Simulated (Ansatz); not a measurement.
`C[CH](O)[InH2]` + CH₃NH₂ → `C[NH][InH2]` + `CCO` at 400 K and 1 bar (ligand exchange at the In–C bond).

Isolated molecules relaxed with PBE0-D4/def2-TZVP in Ansatz; ΔE leaves out vibrations. CCSD(T)/CBS adds triple-zeta CCSD(T) − MP2 to the extrapolated MP2 energy (def2 sets, frozen cores). def2 core potentials past Kr. For In outer-core shells are correlated without core-valence functions, which leaves a few kJ/mol of doubt a bond. One conformer a species, not always the lowest.

| species | CCSD(T)/CBS energy (Eh) | H − E (kJ/mol) | S (J/(mol·K)) |
| --- | --- | --- | --- |
| `C[CH](O)[InH2]` | -345.25438 | 243.9 | 388.4 |
| CH₃NH₂ | -95.75281 | 185.4 | 256.0 |
| `C[NH][InH2]` | -286.14916 | 199.0 | 346.0 |
| `CCO` | -154.88256 | 231.6 | 290.7 |

H − E and S are ideal-gas, rigid-rotor, harmonic terms from PBE0-D4/def2-TZVP, for one conformer and one mirror image of each species. 1 Eh = 2625.50 kJ/mol, R = 8.31446 J/(mol·K).

Q: By hand: ΔE, ΔH, ΔS and ΔG.

A: ΔE = (-286.14916) + (-154.88256) − (-345.25438) − (-95.75281) = -0.02453 Eh = -64.4 kJ/mol. Δ(H − E) = 199.0 + 231.6 − 243.9 − 185.4 = 1.3, so ΔH = -63.1 kJ/mol. ΔS = 346.0 + 290.7 − 388.4 − 256.0 = -7.7 J/(mol·K). ΔG = -63.1 − 400 × (-7.7)/1000 = -60.0 kJ/mol.

Q: By hand: the equilibrium constant, and the temperature at which ΔG would vanish if ΔH and ΔS stayed fixed.

A: log₁₀ K = −ΔG/(RT ln 10) = 7.8. ΔG = 0 at ΔH/ΔS = 8195 K, far beyond where these terms or the molecules hold.

The number of gas molecules stays the same, so ΔS is small and ΔH decides. A doubt of 5 kJ/mol in ΔE shifts log₁₀ K by 0.7 here. Other conformers and mirror images would add mixing entropy, several J/(mol·K) or more a flexible species. These are equilibria of isolated gas molecules and say nothing of rates. Largest T1 diagnostic: 0.016 (customary marks: 0.02 for closed shells, 0.045 for open ones).
